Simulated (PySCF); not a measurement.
A structure optimised at PBE-D3(BJ)/def2-SVP, used in a PySCF frequency run:

```
Si
O 1 1.6823
C 2 1.4141 1 124.52
H 3 1.1100 2 108.90 1 -157.04
H 3 1.1141 4 107.86 2 121.36
H 3 1.1155 4 108.01 5 116.33
H 1 1.5144 2 107.30 3 35.55
C 1 1.8968 7 112.62 2 133.12
C 8 1.3676 1 103.63 7 112.76
H 8 1.1069 9 123.13 1 176.62
H 9 1.1071 8 123.29 10 2.25
Si 9 1.9047 11 130.74 8 179.19
H 12 1.5069 9 113.67 11 -70.29
H 12 1.5088 13 107.89 9 -130.92
```

Problem. Write its SMILES and formula.

Solution. CO[Si@@H]1C=C[SiH2]1, C3H8OSi2

Problem. What are its rotational constants (standard atomic weights)?

Solution. 5.0424, 1.3766, 1.1786 GHz
